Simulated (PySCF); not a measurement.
Species: C5H8ClOSi (doublet state).
Cartesian coordinates in Å at the GFN2-xTB level; atoms count from 1:
```
atom  x, y, z in Å
C1    -2.4705    1.1239   -1.2650
C2    -1.6472    0.6659   -0.4281
C3    -1.3012   -0.3543    0.6039
O4    -1.0759   -1.6747    0.2344
C5    -0.2568    0.6561    0.2332
Cl6    0.0421    1.9317    1.4048
C7     0.9345    0.2736   -0.5760
Si8    2.2762   -0.5881    0.4889
H9    -2.5856    1.8961   -1.9835
H10   -1.7894   -0.2346    1.5718
H11   -1.9073   -2.0719   -0.0501
H12    0.6064   -0.4119   -1.3578
H13    1.3442    1.1600   -1.0629
H14    3.3246   -1.0079   -0.4434
H15    1.6844   -1.7322    1.1717
H16    2.8138    0.3773    1.4467
```

The hyperfine couplings belong to this conformer and change with its torsions.

Identity: `[H]/[C]=C1/[C@@H](O)[C@@]1(Cl)C[SiH3]` [radical].

Level of theory: UKS B3LYP, pcH-1 on C Cl H O Si, non-relativistic, mean-field spin-orbit, GIAO (PySCF). One conformer (not necessarily the lowest) at the GFN2-xTB geometry, without solvent, vibrations or thermal averaging. The geometry wasn't refined by DFT: couplings that depend on bond lengths, twists or pyramidal angles can differ widely from those at the functional's own minimum. Stability of the SCF solution: not tested.

(1) Match the computed a_iso(13C) values +251.0, +95.4, +55.6, -25.3, -4.5 MHz with the sites C1; C2; C3; C5; C7.

Results:

(1) 
```csv
site,a_iso (MHz),ρ(0) (bohr⁻³),position,distance from C1 (Å),spin population,largest |T| (MHz)
C1,+251.0,+0.2234,largest spin population,0.00,+0.88,121.2
C2,-25.3,-0.0225,1 bond from C1,1.26,-0.19,16.4
C3,+55.6,+0.0495,2 bonds from C1,2.65,+0.08,18.9
C5,+95.4,+0.0848,2 bonds from C1,2.71,+0.17,35.6
C7,-4.5,-0.0040,3 bonds from C1,3.58,0.00,2.2
```

ρ(0) is the spin density at the nucleus and T the dipolar tensor; a_iso includes a spin–orbit part; entries for several nuclei are means. The largest Mulliken spin populations are on C1 (+0.88), C2 (-0.19), C5 (+0.17) and C3 (+0.08).

The spin density at the nucleus, in bohr⁻³, is negative for C2 (-0.0225) and C7 (-0.0040), for instance. A restricted open-shell determinant has no negative spin density anywhere; here it arises because α and β orbitals differ (spin polarisation).

Class means assume fast exchange of nuclei equivalent by connectivity; if that motion is slow, each nucleus keeps its own coupling.
